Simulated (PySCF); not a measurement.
CH₆AlO₄Si (SMILES [CH3][Al+][O][Si](O)(O)O), charge +1, singlet, at a GFN2-xTB geometry (such geometries of metal compounds can be far from the true shape). Base run: B3LYP/STO-3G run with PySCF.

Here is a job for PySCF.
```python
from pyscf import gto, scf, dft

mol = gto.Mole()
mol.atom = '''
    Al   -1.47581541    1.10659658    0.80925124
    C    -2.91231060    2.18371006    1.59694156
    H    -3.31907799    1.66505913    2.47216402
    H    -3.70659780    2.32977006    0.85650440
    H    -2.51289459    3.15738599    1.90172817
    O    -0.29509848    0.22127088    0.16181483
    Si    0.98467813   -0.73833181   -0.53994015
    O     0.88768608   -2.14034783    0.22000809
    O     2.31536408    0.08657114   -0.22152568
    O     0.61665738   -0.81031815   -2.09298762
    H     0.39274116   -2.88759398   -0.10920994
    H     2.86417243   -0.06934967    0.54413083
    H     0.95875446   -0.20405048   -2.74654778
'''
mol.basis = 'sto-3g'
mol.charge = 1
mol.verbose = 4
mol.build()

mf = dft.RKS(mol)
mf.xc = 'b3lyp'
mf.kernel()
```

Each row names what was changed in the base input (with any setting that the change needs).

```json
[
 {"change": "base", "ΔE vs base (mEh)": "0.000", "fitting functions": "-"},
 {"change": "auxbasis = cc-pvdz-jkfit", "ΔE vs base (mEh)": "-0.550", "fitting functions": "712"},
 {"change": "auxbasis = def2-svp-ri", "ΔE vs base (mEh)": "-312.7", "fitting functions": "448"},
 {"change": "auxbasis = cc-pvqz-jkfit", "ΔE vs base (mEh)": "-0.510", "fitting functions": "1132"},
 {"change": "auxbasis = def2-universal-jkfit", "ΔE vs base (mEh)": "-2.815", "fitting functions": "747"},
 {"change": "auxbasis = default (with mf = mf.density_fit())", "ΔE vs base (mEh)": "-2.815", "fitting functions": "747"},
 {"change": "auxbasis = def2-tzvp-ri", "ΔE vs base (mEh)": "-14.429", "fitting functions": "696"},
 {"change": "exchange = seminumerical (SGX) (with mf = sgx.sgx_fit(mf, auxbasis='def2-universal-jfit'); with mf.with_df.dfj = True)", "ΔE vs base (mEh)": "-4.645", "fitting functions": "413"},
 {"change": "auxbasis = autoaux", "ΔE vs base (mEh)": "-3.399", "fitting functions": "573"},
 {"change": "auxbasis = even-tempered beta=1.6", "ΔE vs base (mEh)": "-3.209", "fitting functions": "620"}
]
```

A fitting set is made for a task (jfit for Coulomb, jkfit for Coulomb and exchange, ri for correlation) and for a family of orbital bases.
